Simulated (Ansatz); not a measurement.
Geometry optimisation, RHF/def2-SVP (Ansatz).

The input (input.yaml):

```yaml
crystal:
  periodic: [false, false, false]
  atoms:
    - { symbol: F, position_ang: [0.7181, -1.8626, -0.4688] }
    - { symbol: C, position_ang: [1.0565, -0.5104, -0.6929] }
    - { symbol: F, position_ang: [2.3115, -0.2411, -1.1431] }
    - { symbol: O, position_ang: [0.1763, 0.2198, -1.432] }
    - { symbol: C, position_ang: [0.2893, 0.5903, -0.1014] }
    - { symbol: Al, position_ang: [-1.3438, 0.1739, 0.9885] }
    - { symbol: H, position_ang: [0.8285, 1.582, -0.0335] }
    - { symbol: H, position_ang: [-1.8408, -1.3279, 1.0419] }
    - { symbol: H, position_ang: [-2.107, 1.3297, 1.8243] }
basis:
  gaussian: { orbitals: def2-SVP }
hamiltonian:
  xc: hf
relax:
  f_tol: 0.015
  max_steps: 40
```

Launched with:

```bash
$ ansatz run input.yaml --threads 1 --pin off --max-ram 2048MiB --backend cpu --events-out ev --progress --plain --runs-dir out
```

Problem. Where does it end, and by what steps?

Solution. It converged. After 19 steps the energy has fallen by 0.848 eV; H9 moved furthest, 0.85 Å.

| step | energy less start (eV) | largest force component (eV/Å) | accepted |
| --- | --- | --- | --- |
| 0 | 0.0000 | 4.012 | yes |
| 1 | -0.6638 | 1.793 | yes |
| 2 | -0.8043 | 0.744 | yes |
| 3 | -0.8239 | 0.210 | yes |
| 4 | -0.8268 | 0.110 | yes |
| 5 | -0.8288 | 0.054 | yes |
| 6 | -0.8310 | 0.113 | yes |
| 7 | -0.8331 | 0.161 | yes |
| 8 | -0.8354 | 0.095 | yes |
| 9 | -0.8387 | 0.065 | yes |
| 10 | -0.8398 | 0.163 | yes |
| 11 | -0.8405 | 0.168 | yes |
| 12 | -0.8454 | 0.129 | yes |
| 13 | -0.8451 | 0.256 | no |
| 14 | -0.8467 | 0.024 | yes |
| 15 | -0.8472 | 0.060 | yes |
| 16 | -0.8475 | 0.059 | yes |
| 17 | -0.8477 | 0.043 | yes |
| 18 | -0.8477 | 0.048 | no |
| 19 | -0.8479 | 0.011 | yes |

```xyz
9
Properties=species:S:1:pos:R:3
F 1.099 -1.650 -0.129
C 1.100 -0.437 -0.650
F 2.332 -0.143 -0.989
O 0.157 -0.169 -1.521
C 0.152 0.563 -0.228
Al -1.376 0.158 0.983
H 0.515 1.579 -0.366
H -2.408 -0.954 0.579
H -1.483 1.008 2.304
```

Whether the end is a true minimum wasn't checked by a vibrational analysis.

Time of the run: 56 s on 1 thread of Arm Neoverse V1 (shared host), peak memory 0.2 GiB.
